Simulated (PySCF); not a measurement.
# HfO₂: bend–stretch map

Level of theory: PBE0 in PySCF with Hf def2-TZVP with ECP60, O def2-TZVP; scalar-relativistic core potentials, no spin–orbit coupling; density-fitted integrals.

Rigid scan from the singlet minimum (Hf–O 1.776 Å (×2); O–Hf–O 107.8°). Coordinate: rows scale both bonds, columns set the O–Hf–O angle. Energies in kJ/mol from the minimum.

Q: Give the energy map for rows 0.94, 0.97, 1.00, 1.03, 1.06, 1.10 and columns 90, 105, 120, 135, 150, 165, 180.

A: 
| scale \ angle | 90 | 105 | 120 | 135 | 150 | 165 | 180 |
| --- | --- | --- | --- | --- | --- | --- | --- |
| 0.94 | 94.9 | 60.1 | 91.8 | 170.6 | 277.5 | 379.6 | 424.3 |
| 0.97 | 52.0 | 14.0 | 36.5 | 101.6 | 191.2 | 276.0 | 312.6 |
| 1.00 | 41.4 | 0.9 | 15.8 | 69.6 | 145.0 | 216.4 | 246.9 |
| 1.03 | 56.0 | 13.7 | 22.4 | 66.7 | 130.7 | 191.6 | 217.7 |
| 1.06 | 89.9 | 46.7 | 50.2 | 86.6 | 141.5 | 194.3 | 217.0 |
| 1.10 | 157.5 | 113.6 | 111.8 | 139.9 | 185.2 | 229.8 | 249.3 |

Q: And the size of the dipole moment (D) on the same grid?

A: 
```tsv
scale \ angle	90	105	120	135	150	165	180
0.94	7.94	7.58	7.00	6.10	4.71	2.67	0.00
0.97	8.33	7.92	7.27	6.30	4.85	2.75	0.00
1.00	8.66	8.21	7.50	6.47	4.98	2.83	0.00
1.03	8.96	8.46	7.70	6.62	5.09	2.90	0.00
1.06	9.22	8.69	7.88	6.75	5.19	2.97	0.00
1.10	9.52	8.94	8.07	6.89	5.30	3.06	0.00
```

The bond scale of lowest energy on the grid is 1.00 at 90°, 1.00 at 105°, 1.00 at 120°, 1.03 at 135°, 1.03 at 150°, 1.03 at 165°, 1.06 at 180°.

Spin–orbit coupling, left out here, can matter for elements this heavy.

Other isomers or separated fragments may lie lower.
